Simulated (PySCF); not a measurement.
Fine-structure interval along the 19-electron series

Calculated with PySCF 2.14 and a two-component X2C-1e Hamiltonian (Gaussian nucleus, no Breit or QED terms), each ion in its own even-tempered basis scaled to its charge; GMP2 freezes [Ne] and drops the highest virtual spinors. Values in cm⁻¹.

```json
{"ion": "Os⁵⁷⁺", "configuration": "[Ar] 3d1", "GHF (screened spin-orbit)": "711420", "GMP2 (screened spin-orbit)": "712130", "GHF (bare spin-orbit)": "820360"}
{"ion": "Ir⁵⁸⁺", "configuration": "[Ar] 3d1", "GHF (screened spin-orbit)": "756420", "GMP2 (screened spin-orbit)": "757170", "GHF (bare spin-orbit)": "870570"}
{"ion": "Pt⁵⁹⁺", "configuration": "[Ar] 3d1", "GHF (screened spin-orbit)": "803500", "GMP2 (screened spin-orbit)": "804280", "GHF (bare spin-orbit)": "923010"}
```

Between Z = 76 and Z = 78 the GHF (bare spin-orbit) value grows as Z to the power 4.54.
